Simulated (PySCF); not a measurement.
# `C[C@@H](F)[SiH2][Si@@H]([SiH3])P`: 4 charge schemes on one density

Compound: C2H12FPSi3.
Geometry (GFN2-xTB, Å), atoms numbered from 1 in this order:
```xyz
19
C2H12FPSi3 angstrom
C      3.2241    0.0877   -0.4025
C      1.9528   -0.0347    0.4121
F      1.4315    1.2497    0.6229
Si     0.5626   -1.0824   -0.4130
Si    -1.4031   -0.4539    0.6751
Si    -2.0711    1.7963    0.6177
P     -2.9581   -1.8655   -0.1463
H      3.0042    0.5264   -1.3723
H      3.9547    0.7172    0.1028
H      3.6490   -0.9004   -0.5513
H      2.1887   -0.4012    1.4175
H      0.6001   -0.7369   -1.8432
H      1.0474   -2.4693   -0.3377
H     -1.3137   -0.9303    2.0757
H     -2.1312    2.2728   -0.7694
H     -1.1566    2.6519    1.3657
H     -3.4183    1.9840    1.1758
H     -4.0265   -1.2396    0.4582
H     -3.1462   -1.1627   -1.3188
```

Density: PBE0/pcSseg-1 (PySCF); schemes: Mulliken, IAO, Hirshfeld and ESP-fitted. Geometry: GFN2-xTB, one conformer, isolated molecule.

Q: Do the Mulliken, IAO, Hirshfeld and ESP-fitted schemes agree on where the charge is lowest?

A: The schemes don't all agree: Mulliken F3 (-0.349); IAO C1 (-0.429); Hirshfeld C1 (-0.126); ESP-fitted C1 (-0.372).

Q: Do the Mulliken, IAO, Hirshfeld and ESP-fitted schemes agree on where the charge is highest?

A: All schemes agree: Mulliken Si4 (+0.418); IAO Si4 (+0.451); Hirshfeld Si4 (+0.233); ESP-fitted Si4 (+0.256).

Q: For which atoms does the sign change between the 4 schemes (beyond +0.03 e in one, beyond −0.03 e in another)?

A: C2 and Si5.

Q: Tabulate the Mulliken, IAO, Hirshfeld and ESP-fitted charges.

A: In e:

```
atom                  environment  Mulliken     IAO  Hirshfeld  ESP-fitted
  C1                methyl carbon    -0.262  -0.429     -0.126      -0.372
  C2               sp3 C–F carbon    -0.126  -0.064     -0.020      +0.226
  F3               alkyl fluorine    -0.349  -0.343     -0.116      -0.269
 Si4                 SiH2 silicon    +0.418  +0.451     +0.233      +0.256
 Si5                  SiH silicon    -0.177  +0.128     +0.126      +0.089
 Si6                 SiH3 silicon    +0.283  +0.317     +0.215      +0.165
  P7  three-coordinate phosphorus    -0.177  -0.079     -0.025      -0.353
  H8              methyl hydrogen    +0.125  +0.149     +0.043      +0.102
  H9              methyl hydrogen    +0.129  +0.151     +0.046      +0.122
 H10              methyl hydrogen    +0.119  +0.150     +0.050      +0.101
 H11             methine hydrogen    +0.132  +0.141     +0.038      +0.028
 H12                Si–H hydrogen    -0.053  -0.102     -0.076      -0.066
 H13                Si–H hydrogen    -0.041  -0.096     -0.070      -0.085
 H14                Si–H hydrogen    +0.024  -0.077     -0.076      -0.032
 H15                Si–H hydrogen    -0.063  -0.098     -0.074      -0.062
 H16                Si–H hydrogen    -0.042  -0.088     -0.070      -0.038
 H17                Si–H hydrogen    -0.060  -0.098     -0.073      -0.059
 H18                 P–H hydrogen    +0.064  -0.003     -0.011      +0.134
 H19                 P–H hydrogen    +0.057  -0.009     -0.014      +0.115
```

Mean size of the charges over all atoms: IAO 0.156 e, Mulliken 0.142 e, ESP-fitted 0.141 e, Hirshfeld 0.079 e. Each set sums to the total charge, 0, to within 0.001 e. The ESP scheme is a least-squares fit of atom-centred charges to the potential on four shells outside the van der Waals surface, with the total charge fixed.

Q: Sum the charges by element, for elements with more than one atom.

A: 
```tsv
element	atoms	Mulliken	IAO	Hirshfeld	ESP-fitted
C	2	-0.388	-0.493	-0.146	-0.146
Si	3	+0.523	+0.895	+0.574	+0.510
H	12	+0.391	+0.020	-0.286	+0.259
```

Q: How closely do the schemes follow one another over all atoms?

A: Correlation coefficient and root-mean-square difference: IAO with Hirshfeld 0.93, 0.115 e; Mulliken with IAO 0.88, 0.094 e; IAO with ESP-fitted 0.79, 0.124 e; Mulliken with Hirshfeld 0.75, 0.123 e; Mulliken with ESP-fitted 0.74, 0.128 e; Hirshfeld with ESP-fitted 0.69, 0.128 e.

Q: How many electrons does the IAO scheme count on Si4?

A: Z − q = 14 − (+0.451) = 13.549.
